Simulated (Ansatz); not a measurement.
SiCl-, multiplicity 3 (lowest of 2S+1 = 1, 3, 5 at CCSD(T)/def2-TZVPP on PBE0 minima; our sources give no spin for the ground state, which may be another), most abundant isotopes (27.9769 and 34.9689 u). Constants from fifth-degree fits in 1/R to seven points on the lowest solution found; no spin–orbit coupling, no relativity up to Kr; ω_e x_e and α_e move by some per cent with the fit.

Cores are frozen in the correlated methods. CBS(a, b) extrapolates the correlation energy as X⁻³ and adds the Hartree–Fock energy of set b.

The values were computed with Ansatz (a program for electronic structure) with Gaussian orbitals. Values without a source in brackets are computed.

| level | r_e (Å) | ω_e (cm⁻¹) | ω_e x_e (cm⁻¹) | α_e (cm⁻¹) |
|---|---|---|---|---|
| PBE/def2-TZVPP | 2.2595 | 358.1 | 2.22 | 0.00185 |
| CCSD(T)/CBS(aug-cc-pV(T+d)Z, aug-cc-pV(Q+d)Z) | 2.2345 | 369.1 | 2.37 | 0.00192 |

Derive the rotational constants, the centrifugal constant, the fundamental, the zero-point energy and the force constant.


μ = 15.54228 u.
- PBE/def2-TZVPP: B_e = 16.8576/(μ r_e²) = 0.21244 cm⁻¹; B₀ = B_e − α_e/2 = 0.21152 cm⁻¹; D = 4B_e³/ω_e² = 2.99e-07 cm⁻¹; fundamental ω_e − 2ω_e x_e = 354 cm⁻¹; zero-point energy ω_e/2 − ω_e x_e/4 = 178 cm⁻¹; k = μ(2πcω_e)² = 117 N/m
- CCSD(T)/CBS(aug-cc-pV(T+d)Z, aug-cc-pV(Q+d)Z): B_e = 16.8576/(μ r_e²) = 0.21723 cm⁻¹; B₀ = B_e − α_e/2 = 0.21627 cm⁻¹; D = 4B_e³/ω_e² = 3.01e-07 cm⁻¹; fundamental ω_e − 2ω_e x_e = 364 cm⁻¹; zero-point energy ω_e/2 − ω_e x_e/4 = 184 cm⁻¹; k = μ(2πcω_e)² = 125 N/m
